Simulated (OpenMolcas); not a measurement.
**Cr4+ in a point-charge field**

Cr4+ among 4 point charges of -2.5 e arranged as a tetrahedron (Td), 1.91 Å from the ion.

```yaml
Program: OpenMolcas 26.06
Method: "SS-CASPT2, IPEA 0.25 Eh, imaginary shift 0.1 Eh (closed shells correlated: 3s 3p)"
Basis: ANO-RCC-VDZP [5s4p2d1f]
Scalar_Hamiltonian: DKH2, point nucleus
Active_space: 2 electrons in 5 orbitals (3d)
State_averaging: 2S+1 = 3 even, 10 roots; 2S+1 = 1 even, 15 roots
Spin-orbit_coupling: RASSI with atomic mean-field integrals over the reference wave functions
```

The lowest spin-free states (labels of Td), above the lowest:

```tsv
State	Degeneracy	E (cm-1)	Free-ion L (%)
3A2	1	0	F (100)
3T2	3	1650	F (100)
3T1	3	3430	F (100)
1E	2	13880	D (96)
1T2	3	15220	D (99)
3T1	3	18000	P (100)
1A1	1	23320	G (100)
1T1	3	24280	G (100)
1E	2	24930	G (96)
1T2	3	25540	G (99)
1A1	1	54670	S (100)
```

The lowest levels with spin-orbit coupling:

```tsv
E (cm-1)	Degeneracy	Label	2S+1
0	3	T2	3
1630	1	A2	3
1670	2	E	3
1770	3	T2	3
1830	3	T1	3
3380	3	T2	3
3500	2	E	3
3870	3	T1	3
4070	1	A1	3
14000	2	E	1
15300	3	T2	1
17790	1	A1	3
17980	3	T1	3
18360	2	E	3
18390	3	T2	3
23470	1	A1	1
24430	3	T1	1
25080	2	E	1
25690	3	T2	1
54830	1	A1	1
```

Powder χT (cm3 K/mol): 0.346 at 2 K, 0.355 at 10 K, 0.399 at 50 K, 0.454 at 100 K, 0.563 at 200 K, 0.673 at 300 K. The effective moment at 300 K is 2.828 √(χT) = 2.32 μB.

The lowest level has 2S+1 = 3, for which the spin-only value is χT = S(S+1) / 2 = 1.000 cm3 K/mol (g = 2). The computed 0.673 at 300 K differs by -0.327, through orbital momentum, spin-orbit coupling and any other state in reach.

Roots that are degenerate in the reference are averaged as groups; the widest CASPT2 spread within a group is 600 cm-1 (the 3-fold group of multiplicity 1 near 24300 cm-1 above the lowest state of its run). Shifts and gaps below about the spread of the groups concerned are not significant. The ground term spreads over less than 5000 cm-1, several times less than with real ligands, so orbital moments are less quenched and χT lies further from the spin-only value than at real sites. Free-ion shares, where given, are those of the reference states; single-state CASPT2 does not remix them. This is an electrostatic model: the charges have no orbitals. No measured value stands beside these numbers.
